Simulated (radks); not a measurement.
The mean radii <r> (bohr) of the occupied orbitals of an atom or ion are listed with their occupations. Method: scalar-relativistic Kohn-Sham, LDA (Slater exchange, Perdew-Wang correlation), spin-polarised, spherical densities, finite nucleus; Fermi nuclear charge, rms radius of each element as measured or else 0.836 A^(1/3) + 0.57 fm; computed with a radial shooting solver on a logarithmic mesh with Libxc functionals.

orbital  occ.      <r>
1s          2  0.04414
2s          2   0.1962
2p          6   0.1712
3s          2   0.5746
3p          6   0.5892
3d         10   0.6239
4s          2    1.585

Name the element and its charge. Open shells, if any, are filled with parallel spins first.

Answer. Z = 34, selenium, charge +4: Se4+ in [Ar] 3d10 4s2. The 1s radius gives Z: for a bare nucleus <r> = (2 gamma + 1)/(2Z) with gamma = sqrt(1 - (Z/c)^2), 0.0432 bohr for Z = 34, and screening makes it slightly larger (0.04414 here). The occupations add up to 30, and the charge is Z minus that.
